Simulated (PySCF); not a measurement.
Computed shifts of a molecule H7NO2Si2, PBE/pcSseg-1 (PySCF), GIAO, gas phase, equivalent atoms averaged, in ppm (number of nuclei): ¹⁵N: 44.2 (1). ²⁹Si: -41.9 (1), -44.4 (1). ¹H: 5.48 (3), 5.06 (1), 1.49 (1), 1.21 (1), 1.04 (1). References: ¹⁵N against NH3 (σ = 267.0 ppm); ²⁹Si against TMS (σ = 335.4 ppm); ¹⁷O against H2O (σ = 334.3 ppm); ¹H against TMS (σ = 31.49 ppm), references at their B3LYP-D3(BJ)/def2-TZVP geometries, non-relativistic. Geometry: PBE0-D3(BJ)/def2-SVP. Other conformers were not sampled.

Q: Identify the compound among the candidates.
(A) N[SiH2]O[SiH2]O
(B) N[Si@@H](O)[SiH2]O
(C) N[Si@H](O)O[SiH3]
(D) O[SiH](O)N[SiH3]

A: C, N[Si@H](O)O[SiH3]
